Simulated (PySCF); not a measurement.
CCuO, SMILES O=[C+][Cu], charge +1, multiplicity 1. Atoms are numbered in the order given.

```xyz
3

Cu     0.0000     0.0000     0.8342
C      0.0000     0.0000    -1.0915
O      0.0000     0.0000    -2.2052
```
Charge +1, spin multiplicity 1.

Geometry: ωB97X-D3(BJ)/def2-TZVP. The spin state was assumed, not searched.

Two levels are set side by side: PBE/pcSseg-2 (PySCF) and HF/pcSseg-2 (PySCF). GIAO shifts against H2O (¹⁷O), TMS (¹³C) at the same level; non-relativistic, no solvent, atoms listed together averaged. Differences are taken from unrounded values.

```
quantity               HF    PBE  PBE minus HF
------------------  -----  -----  ------------
δ(¹³C) of C2 (ppm)  188.9  162.1         -26.8
δ(¹⁷O) of O3 (ppm)  425.2  399.5         -25.7
```

Rough cost on one machine, each run with all the roots and properties that it gave: HF against PBE within a factor of 2.
